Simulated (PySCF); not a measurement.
Steps of a relaxation of [Yb(NH3)3]3+

[Yb(NH3)3]3+ (singlet in the valence; each metal's 4f electrons, 13 of them, lie in its core potential, out of spins and levels). PySCF 2.14.0, RKS PBE0, Yb lcecp-1-SVP with ECP59, N def2-SVP, H def2-SVP; non-relativistic Hamiltonian with scalar-relativistic core potentials where named; density fitting; no spin-orbit coupling. Origin of the start: displaced along the imaginary mode. Columns: position (Å) and force (eV/Å). Energies are counted from the last step; some of the 29 steps are shown. Forces carry noise of the integration grid, about 0.01 to 0.03 eV/Å.

Run from Python with OMP_NUM_THREADS=2. Where DIIS fails, smearing, a level shift and second-order steps follow.
It took 4.1 min on 2 threads of Arm Neoverse N1, with other jobs on the host, from the converged density of the start.

```xyz
13
step 0  E = 0.053 eV
Yb    0.0000    0.0000   -0.0290     0.00    0.00   -0.02
N     2.3502    0.0009    0.0950     0.33    0.11    0.04
H     2.7639   -0.5841    0.8576    -0.09    0.19   -0.27
H     2.8409   -0.3514   -0.7598    -0.11    0.10    0.30
H     2.8027    0.9348    0.2500    -0.17   -0.41   -0.07
N    -1.1759    2.0349    0.0950    -0.26    0.23    0.04
H    -0.8761    2.6857    0.8576    -0.12   -0.17   -0.27
H    -1.1161    2.6360   -0.7598    -0.04   -0.15    0.30
H    -2.2109    1.9598    0.2500     0.44    0.06   -0.07
N    -1.1744   -2.0358    0.0950    -0.07   -0.34    0.04
H    -1.8878   -2.1016    0.8576     0.21   -0.02   -0.27
H    -1.7248   -2.2846   -0.7598     0.15    0.04    0.30
H    -0.5917   -2.8946    0.2500    -0.27    0.36   -0.07
```

```xyz
13
step 9  E = 0.006 eV
Yb    0.0000    0.0000   -0.5884     0.00    0.00    0.05
N     2.2552   -0.0015    0.0679     0.03   -0.01    0.05
H     2.5073   -0.6026    0.8770    -0.06    0.03   -0.02
H     2.9256   -0.3235   -0.6566     0.00    0.00   -0.04
H     2.6514    0.9189    0.3410    -0.03   -0.02   -0.01
N    -1.1263    1.9538    0.0679    -0.01    0.03    0.06
H    -0.7318    2.4726    0.8770     0.00   -0.07   -0.02
H    -1.1827    2.6954   -0.6566     0.00    0.00   -0.04
H    -2.1215    1.8367    0.3410     0.03   -0.02   -0.01
N    -1.1289   -1.9523    0.0679    -0.02   -0.02    0.05
H    -1.7755   -1.8700    0.8770     0.06    0.03   -0.02
H    -1.7429   -2.3719   -0.6566     0.00    0.00   -0.04
H    -0.5299   -2.7556    0.3410     0.00    0.04   -0.01
```

```xyz
13
step 19  E = 0.002 eV
Yb    0.0000    0.0000   -0.6662     0.00    0.00    0.00
N     2.2236    0.0059    0.0630     0.06   -0.01    0.00
H     2.4219   -0.5111    0.9415    -0.01    0.01   -0.03
H     2.9072   -0.4092   -0.6013    -0.03    0.01    0.03
H     2.6367    0.9398    0.2520    -0.02   -0.02   -0.01
N    -1.1169    1.9227    0.0630    -0.02    0.05    0.01
H    -0.7684    2.3530    0.9415    -0.01   -0.01   -0.03
H    -1.0993    2.7224   -0.6013     0.01   -0.03    0.03
H    -2.1322    1.8136    0.2520     0.02   -0.01    0.00
N    -1.1067   -1.9286    0.0630    -0.03   -0.04    0.01
H    -1.6536   -1.8419    0.9415     0.02    0.00   -0.03
H    -1.8080   -2.3131   -0.6013     0.02    0.02    0.03
H    -0.5045   -2.7534    0.2520    -0.01    0.02   -0.01
```

Q: Where does the relaxation end?

A: It converges at step 28 in C3:
```xyz
13
step 28  E = 0
Yb    0.0000    0.0000   -0.6929
N     2.2163    0.0142    0.0610
H     2.3841   -0.3941    1.0003
H     2.8906   -0.5058   -0.5344
H     2.6589    0.9497    0.1371
N    -1.1204    1.9123    0.0610
H    -0.8508    2.2617    1.0003
H    -1.0073    2.7562   -0.5344
H    -2.1520    1.8278    0.1371
N    -1.0958   -1.9264    0.0610
H    -1.5333   -1.8677    1.0003
H    -1.8833   -2.2504   -0.5344
H    -0.5070   -2.7776    0.1371
```

Q: How did the contacts change?

A: 
| contact | start (Å) | end (Å) |
| --- | --- | --- |
| Yb1–N2 (NH3) | 2.354 | 2.341 |
| Yb1–N6 (NH3) | 2.354 | 2.341 |
| Yb1–N10 (NH3) | 2.354 | 2.341 |


No frequency check is given that shows the relaxed geometry to be a minimum, and it was reached by following one of several unstable modes of a saddle point. An lcecp potential fixes the number of 4f electrons, so in runs with it no electron can move into or out of that shell.
